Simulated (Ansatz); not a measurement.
S-phenylphenoxathiinium bis(oxalato)borate, `O=C1O[B-]2(OC1=O)OC(=O)C(=O)O2.c1ccc([S+]2c3ccccc3Oc3ccccc32)cc1`. The state is a singlet with charge 0. Geometry PBE-D4/def2-SVP.

```csv
atom,x (Å),y (Å),z (Å)
O1,-0.889,-1.965,-3.164
C2,-1.783,-1.902,-2.351
O3,-1.630,-1.633,-1.041
B4,-2.982,-1.597,-0.391
O5,-3.941,-1.909,-1.434
C6,-3.306,-2.088,-2.610
O7,-3.819,-2.340,-3.672
O8,-3.165,-0.227,0.185
C9,-2.951,-0.303,1.493
O10,-2.729,0.637,2.240
C11,-2.916,-1.809,1.891
O12,-2.778,-2.242,3.013
O13,-3.018,-2.516,0.760
C14,1.592,4.258,2.187
C15,2.400,3.542,1.285
C16,1.897,2.407,0.637
C17,0.576,2.020,0.910
S18,-0.198,0.574,0.147
C19,0.594,-0.805,0.956
C20,0.180,-1.094,2.268
C21,0.717,-2.201,2.931
C22,1.666,-3.008,2.280
C23,2.075,-2.718,0.976
C24,1.537,-1.613,0.293
O25,1.988,-1.424,-0.982
C26,1.483,-0.476,-1.820
C27,1.972,-0.499,-3.138
C28,1.486,0.403,-4.084
C29,0.498,1.345,-3.738
C30,0.011,1.382,-2.431
C31,0.524,0.490,-1.471
C32,-0.255,2.721,1.798
C33,0.274,3.851,2.443
H34,1.997,5.149,2.691
H35,3.432,3.869,1.087
H36,2.515,1.840,-0.076
H37,-0.580,-0.467,2.760
H38,0.367,-2.442,3.944
H39,2.085,-3.887,2.792
H40,2.806,-3.342,0.443
H41,2.715,-1.266,-3.396
H42,1.865,0.359,-5.115
H43,0.099,2.039,-4.491
H44,-0.771,2.100,-2.140
H45,-1.284,2.369,1.986
H46,-0.356,4.416,3.147
```

HSE06 is defined as in plane-wave codes, on full-range PBE exchange. Single mean-field runs in def2-SVP, def2-TZVP are fitted with def2-universal-jkfit.

**Question.** Estimate the orbital energies around the gap (eV) in Ansatz with PBE-D4/def2-SVP, PBE-D4/def2-TZVP, PBE0-D4/def2-SVP, PBE0-D4/def2-TZVP, HSE06-D4/def2-SVP.

**Answer.** 
```json
{"orbital": "HOMO−13", "PBE-D4/def2-SVP": "-7.91", "PBE-D4/def2-TZVP": "-8.02", "PBE0-D4/def2-SVP": "-9.47", "PBE0-D4/def2-TZVP": "-9.60", "HSE06-D4/def2-SVP": "-9.06"}
{"orbital": "HOMO−12", "PBE-D4/def2-SVP": "-7.76", "PBE-D4/def2-TZVP": "-7.91", "PBE0-D4/def2-SVP": "-9.27", "PBE0-D4/def2-TZVP": "-9.42", "HSE06-D4/def2-SVP": "-8.86"}
{"orbital": "HOMO−11", "PBE-D4/def2-SVP": "-7.59", "PBE-D4/def2-TZVP": "-7.81", "PBE0-D4/def2-SVP": "-9.01", "PBE0-D4/def2-TZVP": "-9.11", "HSE06-D4/def2-SVP": "-8.61"}
{"orbital": "HOMO−10", "PBE-D4/def2-SVP": "-7.56", "PBE-D4/def2-TZVP": "-7.59", "PBE0-D4/def2-SVP": "-8.95", "PBE0-D4/def2-TZVP": "-8.98", "HSE06-D4/def2-SVP": "-8.54"}
{"orbital": "HOMO−9", "PBE-D4/def2-SVP": "-7.50", "PBE-D4/def2-TZVP": "-7.56", "PBE0-D4/def2-SVP": "-8.64", "PBE0-D4/def2-TZVP": "-8.68", "HSE06-D4/def2-SVP": "-8.24"}
{"orbital": "HOMO−8", "PBE-D4/def2-SVP": "-7.35", "PBE-D4/def2-TZVP": "-7.51", "PBE0-D4/def2-SVP": "-8.60", "PBE0-D4/def2-TZVP": "-8.62", "HSE06-D4/def2-SVP": "-8.21"}
{"orbital": "HOMO−7", "PBE-D4/def2-SVP": "-7.28", "PBE-D4/def2-TZVP": "-7.36", "PBE0-D4/def2-SVP": "-8.53", "PBE0-D4/def2-TZVP": "-8.57", "HSE06-D4/def2-SVP": "-8.12"}
{"orbital": "HOMO−6", "PBE-D4/def2-SVP": "-7.25", "PBE-D4/def2-TZVP": "-7.28", "PBE0-D4/def2-SVP": "-8.40", "PBE0-D4/def2-TZVP": "-8.45", "HSE06-D4/def2-SVP": "-8.01"}
{"orbital": "HOMO−5", "PBE-D4/def2-SVP": "-6.82", "PBE-D4/def2-TZVP": "-7.07", "PBE0-D4/def2-SVP": "-8.36", "PBE0-D4/def2-TZVP": "-8.37", "HSE06-D4/def2-SVP": "-7.96"}
{"orbital": "HOMO−4", "PBE-D4/def2-SVP": "-6.52", "PBE-D4/def2-TZVP": "-6.77", "PBE0-D4/def2-SVP": "-8.31", "PBE0-D4/def2-TZVP": "-8.36", "HSE06-D4/def2-SVP": "-7.90"}
{"orbital": "HOMO−3", "PBE-D4/def2-SVP": "-6.43", "PBE-D4/def2-TZVP": "-6.66", "PBE0-D4/def2-SVP": "-8.24", "PBE0-D4/def2-TZVP": "-8.32", "HSE06-D4/def2-SVP": "-7.84"}
{"orbital": "HOMO−2", "PBE-D4/def2-SVP": "-6.34", "PBE-D4/def2-TZVP": "-6.40", "PBE0-D4/def2-SVP": "-7.49", "PBE0-D4/def2-TZVP": "-7.62", "HSE06-D4/def2-SVP": "-7.09"}
{"orbital": "HOMO−1", "PBE-D4/def2-SVP": "-5.69", "PBE-D4/def2-TZVP": "-5.96", "PBE0-D4/def2-SVP": "-7.44", "PBE0-D4/def2-TZVP": "-7.50", "HSE06-D4/def2-SVP": "-7.04"}
{"orbital": "HOMO", "PBE-D4/def2-SVP": "-5.45", "PBE-D4/def2-TZVP": "-5.73", "PBE0-D4/def2-SVP": "-7.16", "PBE0-D4/def2-TZVP": "-7.25", "HSE06-D4/def2-SVP": "-6.76"}
{"orbital": "LUMO", "PBE-D4/def2-SVP": "-3.10", "PBE-D4/def2-TZVP": "-3.22", "PBE0-D4/def2-SVP": "-2.30", "PBE0-D4/def2-TZVP": "-2.39", "HSE06-D4/def2-SVP": "-2.68"}
{"orbital": "LUMO+1", "PBE-D4/def2-SVP": "-2.83", "PBE-D4/def2-TZVP": "-2.96", "PBE0-D4/def2-SVP": "-2.04", "PBE0-D4/def2-TZVP": "-2.14", "HSE06-D4/def2-SVP": "-2.41"}
{"orbital": "LUMO+2", "PBE-D4/def2-SVP": "-2.70", "PBE-D4/def2-TZVP": "-2.80", "PBE0-D4/def2-SVP": "-1.89", "PBE0-D4/def2-TZVP": "-1.95", "HSE06-D4/def2-SVP": "-2.26"}
{"orbital": "LUMO+3", "PBE-D4/def2-SVP": "-2.39", "PBE-D4/def2-TZVP": "-2.59", "PBE0-D4/def2-SVP": "-1.55", "PBE0-D4/def2-TZVP": "-1.68", "HSE06-D4/def2-SVP": "-1.94"}
{"orbital": "LUMO+4", "PBE-D4/def2-SVP": "-2.22", "PBE-D4/def2-TZVP": "-2.33", "PBE0-D4/def2-SVP": "-1.33", "PBE0-D4/def2-TZVP": "-1.39", "HSE06-D4/def2-SVP": "-1.72"}
{"orbital": "LUMO+5", "PBE-D4/def2-SVP": "-2.08", "PBE-D4/def2-TZVP": "-2.25", "PBE0-D4/def2-SVP": "-1.19", "PBE0-D4/def2-TZVP": "-1.29", "HSE06-D4/def2-SVP": "-1.58"}
```
